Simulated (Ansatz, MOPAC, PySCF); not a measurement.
Ligands exchanged one at a time, B H-I. All species are isolated molecules in the gas phase. Strings in code marks are SMILES.

Quantity: redistribution energy (mixed species minus the weighted end members), in eV. Semi-empirical values (MOPAC) are differences of heats of formation.

Level 1: PBE-D3(BJ)/def2-TZVP (PySCF)
Level 2: HF/def2-TZVPP // PBE-D3(BJ)/def2-TZVP (Ansatz, an electronic-structure program)
Level 3: PM6 // PBE-D3(BJ)/def2-TZVP (MOPAC)
Level 4: PM7 // PBE-D3(BJ)/def2-TZVP (MOPAC)

```csv
species,level 2,level 3,level 4
1 of 3 H replaced by I: `BI`,-0.200,-0.150,-0.103
2 of 3 H replaced by I: `IBI`,-0.196,-0.146,-0.124
```

Task: What does level 1 give for each?

Result: 
- 1 of 3 H replaced by I: `BI`: -0.149
- 2 of 3 H replaced by I: `IBI`: -0.147
